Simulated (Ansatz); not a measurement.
Ansatz (a first-principles code) input (PBE0/def2-TZVP):

Ansatz 0.2 input:
```yaml
crystal:
  periodic: [false, false, false]
  atoms:
    - {symbol: N, position_ang: [-1.25585413, 1.45720404, -0.19536470]}
    - {symbol: Si, position_ang: [-1.61055665, -0.26475449, -0.15479975]}
    - {symbol: O, position_ang: [-0.12696724, -1.01126180, -0.03881121]}
    - {symbol: Si, position_ang: [1.42311114, -0.76661880, 0.28657921]}
    - {symbol: N, position_ang: [1.60746057, 1.09032883, -0.01608999]}
    - {symbol: H, position_ang: [-1.63262578, 1.99849387, 0.57574642]}
    - {symbol: H, position_ang: [-1.50858763, 1.93579860, -1.05366720]}
    - {symbol: H, position_ang: [-2.21648128, -0.69353293, -1.42035088]}
    - {symbol: H, position_ang: [-2.37688180, -0.58928337, 1.05486163]}
    - {symbol: H, position_ang: [2.33385997, -1.39770010, -0.67127450]}
    - {symbol: H, position_ang: [1.78318278, -0.91626870, 1.70044005]}
    - {symbol: H, position_ang: [2.10145189, 1.58430429, 0.72753063]}
    - {symbol: H, position_ang: [0.61567114, 1.46071137, -0.07466611]}
    - {symbol: H, position_ang: [2.07914097, 1.31406742, -0.89286014]}
basis:
  gaussian:
    orbitals: def2-TZVP
hamiltonian:
  xc: {name: PBE0}
total_charge: 1
```

Output:

```
Functional definition: PBE0
integrals: 0.16 GiB planned
1393 factors; their error is unknown
0.32 GiB of the device are held for the grids
1.28 GiB of device memory are held for the factors and their scratch space
mean field: 1.07 GiB planned
mean field evaluation 1: about -20896.3121 eV, gradient 1.1e2 eV
mean field evaluation 2: about -20863.7273 eV, gradient 1.6e2 eV
mean field evaluation 4: about -20916.6660 eV, gradient 1.3e1 eV
mean field evaluation 8: about -20916.9689 eV, gradient 1.9e-1 eV
mean field evaluation 16: about -20917.0363 eV, gradient 5.8e-5 eV
mean field -20917.03626146 eV, -768.6869045323 hartree, gradient 5.8e-5 eV, S^2 0.000000; 0 other end points of the search recorded, 0 dependent functions left out
reference -20917.03629905 eV, -768.6869059137 hartree; 29, 29 occupied and 192, 192 virtual orbitals, 1393 factors
Total energy: -20917.03629905 eV, -768.6869059137 hartree
```

It need not be the lowest isomer of its formula.
